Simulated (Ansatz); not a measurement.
Phenacyltetrahydrothiophenium tetrafluoroborate (C12H15BF4OS). Charge 0, multiplicity 3. Geometry PBE-D4/def2-SVP, that of the neutral singlet; atoms count from 1.

```
atom   x (Å)   y (Å)   z (Å)
  F1  -3.736  -1.076   0.303
  B2  -4.321  -2.412   0.437
  F3  -4.131  -3.067  -0.803
  F4  -3.563  -3.084   1.428
  F5  -5.648  -2.296   0.773
  O6  -0.384   2.050   0.514
  C7   0.636   1.369   0.566
  C8   0.523  -0.145   0.389
  S9  -1.259  -0.609   0.413
 C10  -1.070  -2.380  -0.080
 C11  -1.029  -2.393  -1.609
 C12  -2.003  -1.315  -2.101
 C13  -1.780  -0.044  -1.277
 C14   1.984   1.960   0.789
 C15   2.064   3.359   0.973
 C16   3.303   3.970   1.186
 C17   4.474   3.192   1.215
 C18   4.405   1.802   1.031
 C19   3.165   1.186   0.820
 H20   0.997  -0.690   1.230
 H21   1.005  -0.486  -0.552
 H22  -0.159  -2.766   0.417
 H23  -1.963  -2.875   0.358
 H24   0.004  -2.209  -1.978
 H25  -1.338  -3.395  -1.968
 H26  -3.035  -1.679  -1.934
 H27  -1.864  -1.092  -3.179
 H28  -0.971   0.613  -1.646
 H29  -2.698   0.545  -1.107
 H30   1.131   3.940   0.944
 H31   3.361   5.059   1.332
 H32   5.450   3.674   1.384
 H33   5.322   1.195   1.054
 H34   3.126   0.096   0.678
```

Single mean-field runs in def2-TZVP are fitted with def2-universal-jkfit. At PBE0-D4/def2-TZVP a singlet of charge 0 lies 3.46 eV below the triplet at the same geometry.

(1) Estimate the Mulliken populations of the heavy atoms from the PBE0/def2-TZVP orbitals of Ansatz.

(2) Where does the spin sit?

(3) And the Mayer bond orders between heavy atoms (over 0.3)?

## Answers

(1) 
```csv
atom,charge (e),spin (α − β)
F1,-0.40,0.00
B2,0.62,0.00
F3,-0.37,0.00
F4,-0.37,0.00
F5,-0.34,0.00
O6,-0.33,0.32
C7,0.11,0.07
C8,-0.28,-0.01
S9,0.36,0.00
C10,-0.22,0.00
C11,-0.24,0.00
C12,-0.23,0.00
C13,-0.20,0.00
C14,0.19,0.53
C15,-0.19,0.50
C16,-0.11,-0.22
C17,-0.08,0.63
C18,-0.07,0.26
C19,-0.24,-0.01
```
Mulliken values depend strongly on the basis.

(2) Summed by element: F 0.00, B 0.00, O 0.32, C 1.74, S 0.00, H -0.06, of 2 unpaired in all. Largest on single atoms: C17 0.63, C14 0.53, C15 0.50.

(3) F1–B2 0.81 (1.46 Å); B2–F3 0.96 (1.42 Å); B2–F4 0.95 (1.42 Å); B2–F5 1.10 (1.37 Å); O6–C7 1.81 (1.23 Å); C7–C8 1.02 (1.53 Å); C7–C14 1.18 (1.49 Å); C8–S9 0.93 (1.84 Å); S9–C10 0.93 (1.85 Å); S9–C13 0.94 (1.86 Å); C10–C11 1.02 (1.53 Å); C11–C12 0.99 (1.53 Å); C12–C13 1.03 (1.53 Å); C14–C15 1.04 (1.41 Å); C14–C19 1.14 (1.41 Å); C15–C16 1.54 (1.40 Å); C16–C17 1.32 (1.41 Å); C17–C18 1.09 (1.40 Å); C18–C19 1.68 (1.40 Å).
